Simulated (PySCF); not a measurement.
## Electron correlation in Ru²⁺ (ruthenium, charge +2)

[Kr] 4d5 5s1, high-spin 7S determinant (an excited configuration). All numbers are calculated (PySCF 2.14, scalar relativity through the core potential, in aug-cc-pwCVTZ-PP with ECP28MDF). Frozen: 4s2 4p6; 6 electrons correlated.

MP2 pair energies summed by pair of shells (mhartree):

```tsv
pair	energy	share (%)
4d-4d	-65.84	73.7
4d-5s	-23.49	26.3
```

Total MP2 correlation energy: -89.32 mhartree.

Same-spin part -89.32 and opposite-spin part 0.00 mhartree; SCS-MP2 scales them by 1/3 and 6/5 to -29.77 mhartree.
